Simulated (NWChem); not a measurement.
Program: NWChem. System: BF, charge 0, spin multiplicity 1, at a geometry optimised with B3LYP/def2-SVP. The structure started from a generated list of species. Level: TD-B3LYP/aug-cc-pVDZ, VWN1-RPA local correlation.

Job file:

```
start mol
memory heap 200 mb stack 900 mb global 1100 mb
geometry units angstroms nocenter noautoz
  B      0.000000     0.000000    -0.812271
  F      0.000000     0.000000     0.451262
  symmetry group C2v
end
basis spherical
  * library aug-cc-pvdz
end
dft
  xc b3lyp
  semidirect memsize 60000000 filesize 0
  iterations 100
end
tddft
  rpa
  nroots 5
  notriplet
  thresh 1e-4
end
task tddft energy
```

Output (cleaned and shortened):

```
             Northwest Computational Chemistry Package (NWChem) 7.3.0
             --------------------------------------------------------

                                NWChem Input Module
                                -------------------

 Scaling coordinates for geometry "geometry" by  1.889725989
 (inverse scale =  0.529177249)

 Turning off AUTOSYM since
 SYMMETRY directive was detected!

                             Geometry "geometry" -> ""
                             -------------------------

 Output coordinates in angstroms (scale by  1.889725989 to convert to a.u.)

  No.       Tag          Charge          X              Y              Z
 ---- ---------------- ---------- -------------- -------------- --------------
    1 B                    5.0000     0.00000000     0.00000000    -0.81227100
    2 F                    9.0000     0.00000000     0.00000000     0.45126200

 Effective nuclear repulsion energy (a.u.)      18.8463429170

            Nuclear Dipole moment (a.u.)
            ----------------------------
        X                 Y               Z
 ---------------- ---------------- ----------------
     0.0000000000     0.0000000000     0.0000056692

      Symmetry information
      --------------------

 Group name             C2v
 Group number             16
 Group order               4
 No. of unique centers     2

      Symmetry unique atoms

     1    2


 Summary of "ao basis" -> "" (spherical)
 ------------------------------------------------------------------------------
       Tag                 Description            Shells   Functions and Types
 ---------------- ------------------------------  ------  ---------------------
 *                        aug-cc-pvdz                 on all atoms

                                 NWChem DFT Module
                                 -----------------

 Summary of "ao basis" -> "ao basis" (spherical)
 ------------------------------------------------------------------------------
       Tag                 Description            Shells   Functions and Types
 ---------------- ------------------------------  ------  ---------------------
 B                        aug-cc-pvdz                9       23   4s3p2d
 F                        aug-cc-pvdz                9       23   4s3p2d

 Summary of "ao basis" -> "ao basis" (spherical)
 ------------------------------------------------------------------------------
       Tag                 Description            Shells   Functions and Types
 ---------------- ------------------------------  ------  ---------------------
 B                        aug-cc-pvdz                9       23   4s3p2d
 F                        aug-cc-pvdz                9       23   4s3p2d

      Symmetry analysis of basis
      --------------------------

        a1         22
        a2          4
        b1         10
        b2         10

            General Information
            -------------------
          SCF calculation type: DFT
          Wavefunction type:  closed shell.
          No. of atoms     :     2
          No. of electrons :    14
           Alpha electrons :     7
            Beta electrons :     7
          Charge           :     0
          Spin multiplicity:     1
          Use of symmetry is: off; symmetry adaption is: on
          Maximum number of iterations: 100
          AO basis - number of functions:    46
                     number of shells:    18
          Convergence on energy requested:  1.00D-06
          Convergence on density requested:  1.00D-05
[...]
    2     15       0     0.43E-01   0.10E-01        2.2
    3     25       0     0.52E-02   0.55E-03        1.7
    4     35       0     0.15E-02   0.11E-04        1.7
    5     45       1     0.33E-03   0.45E-06        1.8
    6     53       5     0.61E-04   0.33E-07        2.4
  ----  ------  ------  ---------  ---------  ---------
  Convergence criterion met

  Ground state a1       -124.675242942111 a.u.

  ----------------------------------------------------------------------------
  Root   1 singlet b2             0.225712425 a.u.                6.1420 eV
  ----------------------------------------------------------------------------
     Transition Moments    X  0.00009   Y  1.24728   Z -0.00000
     Transition Moments   XX -0.00000  XY  0.00000  XZ -0.00021
     Transition Moments   YY -0.00000  YZ -2.89595  ZZ -0.00000
     Dipole Oscillator Strength                    0.2340934445
     Electric Quadrupole                           0.0000005135
     Magnetic Dipole                               0.0000031399
     Total Oscillator Strength                     0.2340970980

          sigma_e =   2.0902 Angstrom
          sigma_h =   1.2072 Angstrom
         |d_h->e| =   0.2992 Angstrom
            d_exc =   2.4299 Angstrom
            d_CD1 =   1.1822 Angstrom
            d_CD2 =  -1.3495 Angstrom
            d_CD3 =   2.7291 Angstrom
     Pearson C.C. =   0.0023

     Occ.    4  a1  ---  Virt.    8  b2  -0.06264 X
     Occ.    7  a1  ---  Virt.    8  b2  -1.00272 X
     Occ.    7  a1  ---  Virt.    8  b2   0.12892 Y
     Occ.    7  a1  ---  Virt.   12  b2  -0.08167 X
  ----------------------------------------------------------------------------
  Root   2 singlet b1             0.225712426 a.u.                6.1420 eV
  ----------------------------------------------------------------------------
     Transition Moments    X -1.24727   Y  0.00009   Z  0.00000
     Transition Moments   XX -0.00000  XY  0.00000  XZ  2.89599
     Transition Moments   YY -0.00000  YZ -0.00021  ZZ  0.00000
     Dipole Oscillator Strength                    0.2340930013
     Electric Quadrupole                           0.0000005136
     Magnetic Dipole                               0.0000031399
     Total Oscillator Strength                     0.2340966548

          sigma_e =   2.0903 Angstrom
          sigma_h =   1.2072 Angstrom
         |d_h->e| =   0.2991 Angstrom
            d_exc =   2.4299 Angstrom
            d_CD1 =   1.1822 Angstrom
            d_CD2 =  -1.3496 Angstrom
            d_CD3 =   2.7291 Angstrom
     Pearson C.C. =   0.0023

     Occ.    4  a1  ---  Virt.    9  b1   0.06264 X
     Occ.    7  a1  ---  Virt.    9  b1   1.00272 X
     Occ.    7  a1  ---  Virt.    9  b1  -0.12892 Y
     Occ.    7  a1  ---  Virt.   13  b1   0.08167 X
  ----------------------------------------------------------------------------
  Root   3 singlet a1             0.272130486 a.u.                7.4051 eV
  ----------------------------------------------------------------------------
     Transition Moments    X -0.00000   Y  0.00000   Z -0.76846
     Transition Moments   XX -0.98487  XY  0.00000  XZ  0.00000
     Transition Moments   YY -0.98487  YZ -0.00000  ZZ  2.49216
     Dipole Oscillator Strength                    0.1071353294
     Electric Quadrupole                           0.0000004325
     Magnetic Dipole                               0.0000000000
     Total Oscillator Strength                     0.1071357619

          sigma_e =   3.3669 Angstrom
          sigma_h =   1.1751 Angstrom
         |d_h->e| =   1.8957 Angstrom
            d_exc =   4.0396 Angstrom
            d_CD1 =   4.0875 Angstrom
            d_CD2 =  -0.3752 Angstrom
            d_CD3 =   5.9354 Angstrom
     Pearson C.C. =  -0.0010

     Occ.    7  a1  ---  Virt.   10  a1   0.97370 X
     Occ.    7  a1  ---  Virt.   11  a1   0.22227 X
  ----------------------------------------------------------------------------
  Root   4 singlet a1             0.297175032 a.u.                8.0865 eV
  ----------------------------------------------------------------------------
     Transition Moments    X  0.00000   Y -0.00000   Z -0.51971
     Transition Moments   XX  1.79858  XY -0.00000  XZ -0.00000
     Transition Moments   YY  1.79858  YZ  0.00000  ZZ  3.56593
     Dipole Oscillator Strength                    0.0535110893
     Electric Quadrupole                           0.0000001455
     Magnetic Dipole                               0.0000000000
     Total Oscillator Strength                     0.0535112348

          sigma_e =   3.1839 Angstrom
          sigma_h =   1.1762 Angstrom
         |d_h->e| =   1.4545 Angstrom
            d_exc =   3.6876 Angstrom
            d_CD1 =   3.4622 Angstrom
            d_CD2 =  -0.7255 Angstrom
            d_CD3 =   5.1422 Angstrom
     Pearson C.C. =   0.0051

     Occ.    7  a1  ---  Virt.   10  a1  -0.21877 X
     Occ.    7  a1  ---  Virt.   11  a1   0.97230 X
     Occ.    7  a1  ---  Virt.   14  a1   0.05705 X
  ----------------------------------------------------------------------------
  Root   5 singlet b2             0.300317415 a.u.                8.1721 eV
  ----------------------------------------------------------------------------
     Transition Moments    X  0.00000   Y -0.13032   Z  0.00000
     Transition Moments   XX -0.00000  XY  0.00000  XZ -0.00000
     Transition Moments   YY -0.00000  YZ  0.05245  ZZ -0.00000
     Dipole Oscillator Strength                    0.0034002916
     Electric Quadrupole                           0.0000000004
     Magnetic Dipole                               0.0000003359
     Total Oscillator Strength                     0.0034006279

          sigma_e =   3.8265 Angstrom
          sigma_h =   1.1806 Angstrom
         |d_h->e| =   0.4808 Angstrom
            d_exc =   4.0317 Angstrom
            d_CD1 =   3.1267 Angstrom
            d_CD2 =  -2.0228 Angstrom
            d_CD3 =   4.5125 Angstrom
     Pearson C.C. =   0.0014

     Occ.    7  a1  ---  Virt.    8  b2  -0.08428 X
     Occ.    7  a1  ---  Virt.    8  b2   0.05368 Y
     Occ.    7  a1  ---  Virt.   12  b2   0.99584 X

              Target root =      1
          Target symmetry = none
      Ground state energy =   -124.675242942111
        Excitation energy =      0.225712425043
     Excited state energy =   -124.449530517069

  stored tddft:energy   -124.44953051706851

 Task  times  cpu:       11.8s     wall:       11.8s

 Total times  cpu:       11.9s     wall:       11.9s
```
